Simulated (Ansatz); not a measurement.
Input file for Ansatz (a first-principles code): U-PBE0/def2-TZVPP on NaC-, 2S+1 = 5, a spin state set in the input, which need not be the lowest. Charge -1.

Ansatz 0.2 input:
```yaml
crystal:
  periodic: [false, false, false]
  atoms:
    - {symbol: C, position_ang: [0.00000000, 0.00000000, 0.00000000]}
    - {symbol: Na, position_ang: [0.00000000, 0.00000000, 2.29900000]}
basis:
  gaussian:
    orbitals: def2-TZVPP
hamiltonian:
  xc: {name: PBE0}
total_charge: -1
magnetization: {spin_polarized: true, initial_magnetization: 4}
relax: {f_tol: 0.002, max_steps: 120}
```

Output:

```
WARN ansatz: RAYON_NUM_THREADS=2 ignored (pool sized by the plan → 2); use --threads N
Functional definition: PBE0
integrals: 0.01 GiB planned
466 factors; their error is unknown
mean field: 0.17 GiB planned
mean field evaluation 1: about -5443.4514 eV, gradient 9.7e0 eV
mean field evaluation 2: about -5443.5173 eV, gradient 1.1e1 eV
mean field evaluation 4: about -5444.3417 eV, gradient 2.4e-1 eV
mean field evaluation 8: about -5444.3739 eV, gradient 7.5e-3 eV
mean field evaluation 16: about -5444.3739 eV, gradient 3.4e-5 eV
mean field -5444.37388273 eV, -200.0770498612 hartree, gradient 3.4e-5 eV, S^2 6.002953; 0 other end points of the search recorded, 0 dependent functions left out
the calculation of the forces begins
reference -5444.37391705 eV, -200.0770511223 hartree; 11, 7 occupied and 52, 56 virtual orbitals, 466 factors
relax step   1: F+E_penalty+E_count = -5444.37388273 eV  Δ(F+E_penalty+E_count) = +0.000e0 eV  max|allowed force component| = 2.310e-1 eV/Å  Δτ_max = 0.0000 Å  (30 SCF iters, accepted)
these checks for a lower state are left out or cut short: starts, cluster_reference, orbital_swaps, neighbouring_geometries, increment
integrals: 0.01 GiB planned
466 factors; their error is unknown
mean field: 0.17 GiB planned
mean field -5444.38000196 eV, -200.0772747388 hartree, gradient 8.0e-5 eV, S^2 6.002949; 0 other end points of the search recorded, 0 dependent functions left out
the calculation of the forces begins
reference -5444.38003703 eV, -200.0772760275 hartree; 11, 7 occupied and 52, 56 virtual orbitals, 466 factors
relax step   2: F+E_penalty+E_count = -5444.38000196 eV  Δ(F+E_penalty+E_count) = -6.119e-3 eV  max|allowed force component| = 7.429e-2 eV/Å  Δτ_max = 0.0203 Å  (28 SCF iters, accepted)
these checks for a lower state are left out or cut short: starts, cluster_reference, orbital_swaps, neighbouring_geometries, increment
integrals: 0.01 GiB planned
466 factors; their error is unknown
mean field: 0.17 GiB planned
mean field -5444.38080279 eV, -200.0773041686 hartree, gradient 7.9e-5 eV, S^2 6.002946; 0 other end points of the search recorded, 0 dependent functions left out
the calculation of the forces begins
reference -5444.38083824 eV, -200.0773054714 hartree; 11, 7 occupied and 52, 56 virtual orbitals, 466 factors
relax step   3: F+E_penalty+E_count = -5444.38080279 eV  Δ(F+E_penalty+E_count) = -8.008e-4 eV  max|allowed force component| = 2.020e-3 eV/Å  Δτ_max = 0.0106 Å  (30 SCF iters, accepted)
these checks for a lower state are left out or cut short: starts, cluster_reference, orbital_swaps, neighbouring_geometries, increment
integrals: 0.01 GiB planned
466 factors; their error is unknown
mean field: 0.17 GiB planned
mean field evaluation 32: about -5444.3808 eV, gradient 1.9e-5 eV
mean field -5444.38080342 eV, -200.0773041917 hartree, gradient 1.9e-5 eV, S^2 6.002946; 0 other end points of the search recorded, 0 dependent functions left out
the calculation of the forces begins
reference -5444.38083888 eV, -200.0773054949 hartree; 11, 7 occupied and 52, 56 virtual orbitals, 466 factors
relax step   4: F+E_penalty+E_count = -5444.38080342 eV  Δ(F+E_penalty+E_count) = -6.283e-7 eV  max|allowed force component| = 1.005e-5 eV/Å  Δτ_max = 0.0003 Å  (22 SCF iters, accepted)
integrals: 0.01 GiB planned
466 factors; their error is unknown
mean field: 0.17 GiB planned
mean field -5444.38080342 eV, -200.0773041917 hartree, gradient 1.9e-5 eV, S^2 6.002946; 1 other end points of the search recorded, 0 dependent functions left out
the calculation of the forces begins
reference -5444.38083888 eV, -200.0773054949 hartree; 11, 7 occupied and 52, 56 virtual orbitals, 466 factors
Total energy: -5444.38083888 eV, -200.0773054949 hartree
Atom 0 at     0.000000    -0.000000    -0.031283 Å, force    -0.000000     0.000000     0.000010 eV/Å
Atom 1 at    -0.000000     0.000000     2.330283 Å, force     0.000000    -0.000000    -0.000010 eV/Å
Dipole moment:     0.000000     0.000000    -0.283232 e Å
```

Self-consistency was reached.

Cost: around 7 core-seconds (rough).
